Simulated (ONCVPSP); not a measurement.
## Plane-wave convergence, ONCV potential for boron

```json
{
  "Element": "B",
  "Generator": "ONCVPSP 4.0.1",
  "Type": "optimised norm-conserving Vanderbilt (ONCV)",
  "Functional": "PBE",
  "Relativity": "scalar-relativistic",
  "Frozen core": "[He]",
  "Valence charge": "3",
  "Reference configuration": "2s2 2p1",
  "Partial waves": "2s: rc 1.30 bohr, ncon 4, nbas 7, qcut 5.2 1/bohr, 2 projectors, debl 3.1 Ha; 2p: rc 4.00 bohr, ncon 5, nbas 9, qcut 4.2 1/bohr, 1 projector",
  "Local potential": "polynomial inside 0.95 bohr (lpopt 3, dvloc0 4 Ha)",
  "Core correction": "polynomial model core, fcfact 0.15"
}
```

Problem. For each optimised wave give the share of its norm inside rc, the residual kinetic energy above qcut (Ha) and the cutoffs (Ha) for errors of 10, 1, 0.1 and 0.01 mHa per electron.

Solution.

```csv
wave,norm inside rc,residual KE,10 mHa,1 mHa,0.1 mHa,0.01 mHa
2s,0.233,4.3e-04,7.0,11.9,26.6,61.4
s projector 2,0.100,2.0e-03,10.5,15.8,83.0,104.7
2p,0.904,1.9e-08,3.5,4.9,6.1,6.9
```

The occupied waves need 12 Ha and 27 Ha for 1 and 0.1 mHa. Its largest configuration-test error is +520 meV.
